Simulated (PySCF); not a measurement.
The dipole of `C1P(=O)(CC=C1)C` from its density and from atomic charges.

Coordinates (GFN2-xTB, Å) and charges (e) from the PBE0/pcSseg-1 density (PySCF):

```tsv
atom	x	y	z	Mulliken	IAO	Hirshfeld	ESP-fitted
C1	1.845	0.034	0.758	-0.4699	-0.6920	-0.1620	-0.5454
P2	0.758	-0.252	-0.688	+0.8293	+1.5269	+0.4434	+0.8301
O3	1.475	-0.643	-1.907	-0.5953	-0.9160	-0.4148	-0.6658
C4	-0.588	-1.366	-0.088	-0.4008	-0.5342	-0.1174	-0.1342
C5	-1.590	-0.413	0.481	-0.1491	-0.1576	-0.0490	-0.2014
C6	-1.475	0.861	0.139	-0.1492	-0.1576	-0.0490	-0.2036
C7	-0.353	1.222	-0.781	-0.4004	-0.5340	-0.1173	-0.1454
H8	2.393	-0.886	0.952	+0.1599	+0.1692	+0.0561	+0.1647
H9	1.277	0.326	1.636	+0.1437	+0.1623	+0.0459	+0.1321
H10	2.557	0.814	0.494	+0.1601	+0.1693	+0.0560	+0.1649
H11	-0.994	-1.908	-0.947	+0.1793	+0.1722	+0.0548	+0.0911
H12	-0.241	-2.102	0.639	+0.1549	+0.1570	+0.0500	+0.0727
H13	-2.367	-0.787	1.130	+0.1015	+0.1527	+0.0494	+0.1340
H14	-2.149	1.631	0.480	+0.1015	+0.1527	+0.0494	+0.1350
H15	-0.699	1.327	-1.813	+0.1794	+0.1722	+0.0549	+0.0948
H16	0.145	2.151	-0.497	+0.1552	+0.1570	+0.0500	+0.0764
```

Compute μ = Σ q r for each scheme (1 e·Å = 4.803 D) and compare with the dipole of the full density.

The full density gives (-1.90, 1.07, 3.36) D, 4.01 D in size; dipole vectors point from the negative to the positive end.

```csv
scheme,μx,μy,μz,size (D),share of the full size (%),angle to the full dipole (°)
Mulliken,-0.40,0.84,2.98,3.12,78,21
IAO,-2.09,1.27,4.04,4.73,118,2
Hirshfeld,-1.43,0.81,2.53,3.02,75,0
ESP-fitted,-1.89,1.07,3.39,4.03,101,0
```

Which set comes closest?

Length of the difference vector: ESP-fitted 0.03 D, IAO 0.73 D, Hirshfeld 0.99 D, Mulliken 1.57 D. Closest: ESP-fitted. ESP charges are fitted to the potential around the molecule, whose slowest-falling term is the dipole's. 

What is left for the Hirshfeld atoms' own dipoles?

The shares of the density sum to the whole, so what Σ q r misses lies in dipoles about the nuclei. The atomic dipoles sum to (-1.90, 1.07, 3.36) − (-1.43, 0.81, 2.53) = (-0.47, 0.26, 0.83) D, 0.99 D in size.

With the origin at the mean of the coordinates, (0.000, 0.001, -0.001) Å, which are the largest single terms, by size, of the ESP-fitted dipole along the direction of the full one?

O3 +7.90, P2 -4.00, H14 +1.20, H13 +1.20, C6 -1.02 D; all 16 atoms together +4.03 D. The single terms depend on the origin, their sum doesn't.

Give the size of the full dipole in other units.

4.01 D = 1.578 au = 0.835 e·Å = 13.38 × 10⁻³⁰ C·m.

One conformer (not necessarily the lowest) at the GFN2-xTB geometry, without solvent, vibrations or thermal averaging.
